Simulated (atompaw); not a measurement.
**u(r) = r·R(r): atom against pseudo-atom (P)**

Columns: radius, all-electron u(r) and pseudo u(r) of the 3p shell (level -5.51 eV) of phosphorus in the configuration [Ne] 3s2 3p3; PBE, scalar-relativistic, PAW (atompaw) scheme, atompaw 4.2.0.5.

```csv
r (bohr),all-electron,pseudo
0.083,-0.1016,0.0042
0.165,-0.2266,0.0165
0.248,-0.2902,0.0367
0.331,-0.2890,0.0644
0.413,-0.2414,0.0981
0.496,-0.1643,0.1379
0.579,-0.0721,0.1823
0.662,0.0254,0.2299
0.744,0.1206,0.2791
0.827,0.2117,0.3296
0.910,0.2953,0.3796
0.992,0.3693,0.4274
1.075,0.4353,0.4732
1.158,0.4925,0.5155
1.240,0.5407,0.5531
1.323,0.5811,0.5865
1.406,0.6137,0.6149
1.488,0.6387,0.6378
1.571,0.6574,0.6557
1.654,0.6701,0.6686
1.737,0.6776,0.6765
1.819,0.6804,0.6798
1.902,0.6792,0.6790
1.985,0.6746,0.6746
2.067,0.6672,0.6672
2.150,0.6572,0.6572
```

How many radial nodes do the two functions have?

The all-electron 3p function has n − l − 1 = 1; the pseudo-wave has 0, since the states of the same l below it are removed with the core.

Is the pseudo-wave norm-conserving?

No, it belongs to a PAW set: the norm inside the radius is not constrained, and the difference is carried by the augmentation charge.
